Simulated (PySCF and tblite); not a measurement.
The numbers below are computed, except where a source is named.
## Rotation: stationary points, barriers and rates

System: C5H8O3, numbered as in [CH3:1][O:2][C:3](=[O:4])/[CH:5]=[C:6](/[CH3:7])[OH:8].

Motion: rotation about the C3–C5 bond (torsion O2–C3–C5–C6 from 180° to 360°, rising). Level: revPBE/pcSseg-1 + D3(BJ) on GFN2-xTB stationary points, with GFN2-xTB thermal terms. Rate constants are transition-state-theory values, counting equivalent paths, without tunnelling. (PySCF 2.14 with density fitting, tblite 0.8.)

```
 point  symmetry  E(GFN2) kcal/mol  E(DFT) kcal/mol  ZPE change kcal/mol  lowest mode cm⁻¹  dipole D
 start        Cs               0.0              0.0                 0.00                56      1.59
saddle        C1              13.5             19.5                -0.50               98i      1.71
   end        Cs               4.5              4.5                 0.07                54      2.05
```

```
Electronic barrier                                      : 19.5 kcal/mol
Barrier with zero-point energy                          : 19.0 kcal/mol
ΔH‡ (298 K)                                             : 18.9 kcal/mol
ΔS‡ (298 K, symmetry apart)                             : -0.6 cal/(mol K)
Paths                                                   : 2 equivalent paths
End point                                               : a different minimum
Mean lifetime of the start against this motion at 298 K : 7 s
Cost                                                    : 110 s on 1 thread of Intel Xeon Platinum 8488C, on a host shared with other jobs (rough), peak memory 0.68 GiB, launched as `OMP_NUM_THREADS=1 python ens_run.py task.json out`
```

```
T/K  ΔG‡ kcal/mol      k s⁻¹  ΔG kcal/mol  k back s⁻¹
150          19.0  1.4×10⁻¹⁵          4.5    4.4×10⁻⁹
200          19.0   1.5×10⁻⁸          4.4       0.001
250          19.0    0.00026          4.4         1.8
298          19.0       0.14          4.4         227
350          19.1         19          4.3        9550
400          19.1        629          4.3     1.4×10⁵
500          19.1    8.9×10⁴          4.2     6.3×10⁶
```

ΔG and ΔG‡ leave out symmetry numbers and mirror images; rates count paths: 2 out, 2 back.
